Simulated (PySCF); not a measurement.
C4H4Cl2, SMILES ClC1=C(Cl)CC1. Geometry: PBE-D3(BJ)/def2-SVP.

Computed equilibrium geometry at PBE-D3(BJ)/def2-SVP (PySCF confirms it by a frequency run) as bond lengths and angles, and its point group:
point group C2v.
Atoms: Cl1 C2 C3 Cl4 C5 C6 H7 H8 H9 H10. Bonds (Å): Cl1–C2 1.714, C2–C3 1.357, C2–C6 1.514, C3–Cl4 1.714, C3–C5 1.514, C5–C6 1.571, C5–H7 1.110, C5–H8 1.110, C6–H9 1.110, C6–H10 1.110. Angles (°): Cl1–C2–C3 134.4, Cl1–C2–C6 131.5, C3–C2–C6 94.1, C2–C3–Cl4 134.4, C2–C3–C5 94.1, Cl4–C3–C5 131.5, C3–C5–C6 85.9, C3–C5–H7 115.2, C3–C5–H8 115.2, C6–C5–H7 114.7, C6–C5–H8 114.7, H7–C5–H8 109.5, C2–C6–C5 85.9, C2–C6–H9 115.2, C2–C6–H10 115.2, C5–C6–H9 114.7, C5–C6–H10 114.7, H9–C6–H10 109.5.
Charge 0, spin multiplicity 1.
